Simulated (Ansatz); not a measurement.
Consider the redistribution: `[NH2][SnH2][SiH2]O` + `B[SiH]1CO1` → `O[SiH2][SiH]1CO1` + `[BH2][SnH2][NH2]`.

Program: Ansatz. Geometries: PBE0-D4/def2-TZVP. ΔE: electronic, gas phase. CCSD(T)/CBS is the MP2 limit (def2-TZVPP, def2-QZVPP) plus CCSD(T) − MP2 in def2-TZVPP, frozen cores. DFT in def2-TZVPP. def2 core potentials past Kr. For Sn outer-core shells are correlated without core-valence functions, which leaves a few kJ/mol of doubt a bond. One conformer a species, not always the lowest.

Is it downhill or uphill in electronic energy at CCSD(T)/CBS, and by how much? (Best estimate.)

Computed: Uphill: ΔE = +0.30 eV.

What do these levels give: PBE-D4, B2PLYP, HF/def2-TZVPP, SCS-MP2/def2-TZVPP, MP2/def2-QZVPP, CCSD/CBS(def2)? (Estimate.)

The calculation gave: PBE-D4 0.46, B2PLYP 0.33, HF/def2-TZVPP 0.10, SCS-MP2/def2-TZVPP 0.23, MP2/def2-QZVPP 0.30, CCSD/CBS(def2) 0.26 eV.

Largest T1 diagnostic among the species: 0.018.

In def2-TZVPP, CCSD(T) changes the Hartree–Fock value by +0.17 eV (the triples alone add +0.04 eV) and MP2 by +0.18 eV. From PBE to PBE0 (25 % exact exchange), in def2-TZVPP and without D4, ΔE moves by −0.09 eV.
